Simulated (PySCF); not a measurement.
BiF2Br, SMILES [Bi]([F])([F])[Br]. Atoms are numbered in the order given.

```xyz
4

Bi    -0.6011    -0.2622     0.0000
F     -1.1164     1.0091     1.5211
F     -1.1164     1.0091    -1.5211
Br     1.9995     0.1028     0.0000
```

The structure is a stationary point at PBE-D3(BJ)/def2-SVP. The def2 effective core potentials stand for the cores of Bi; spin–orbit coupling is left out.

Level of theory: PBE-D3(BJ)/def2-SVP in PySCF.

Frequencies are harmonic and unscaled.

Computed harmonic wavenumbers and intensities:
```
mode  ν (cm⁻¹)  IR (km/mol)  moving atoms (share of kinetic energy)
----  --------  -----------  --------------------------------------
1          108          0.5                         F 81 %, Br 13 %
2          123          7.1                         F 75 %, Br 17 %
3          164          7.6                          F 91 %, Bi 9 %
4          223         29.3                        Br 67 %, Bi 31 %
5          564         56.4                          F 91 %, Bi 9 %
6          570         49.1                          F 92 %, Bi 8 %
```
